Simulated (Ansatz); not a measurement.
CH6AlNOSi (`O=C[N]([AlH2])[SiH3]`). Charge 0, multiplicity 1. Geometry: relaxed with PBE0-D4/def2-TZVP. It is one conformer, not always the lowest.

```xyz
11

O    -0.862    2.111    0.490
C    -0.624    1.336   -0.409
N    -0.065    0.100   -0.206
Al    0.276   -1.037   -1.576
Si    0.249   -0.191    1.515
H    -0.846    1.586   -1.463
H    -0.107   -0.512   -3.015
H     0.915   -2.434   -1.236
H    -1.007   -0.190    2.299
H     1.225    0.782    2.055
H     0.846   -1.552    1.548
```

Q: What is the dipole moment at ωB97M-V/def2-TZVPP? (Estimate.)

A: Ansatz gave: 2.92 D, with components (0.72, -2.13, -1.86) D in this frame, pointing from negative to positive charge.

Q: And with PBE, r2SCAN, B3LYP? (Best estimate.)

A: The calculation gave: PBE 2.66 D, r2SCAN 2.78 D, B3LYP 2.89 D.

Q: Give the Mulliken charges with ωB97M-V, B3LYP, PBE in def2-TZVPP. (Best estimate.)

A: Ansatz gave: 
```tsv
atom	ωB97M-V	B3LYP	PBE
O1	-0.33	-0.32	-0.27
C2	0.17	0.15	0.11
N3	-0.28	-0.24	-0.15
Al4	0.39	0.43	0.34
Si5	0.20	0.31	0.23
H6	0.10	0.09	0.07
H7	-0.10	-0.13	-0.11
H8	-0.09	-0.12	-0.10
H9	-0.01	-0.05	-0.04
H10	-0.01	-0.05	-0.04
H11	-0.02	-0.07	-0.05
```

B3LYP here is the variant with VWN-RPA as its local correlation; programs differ in this.
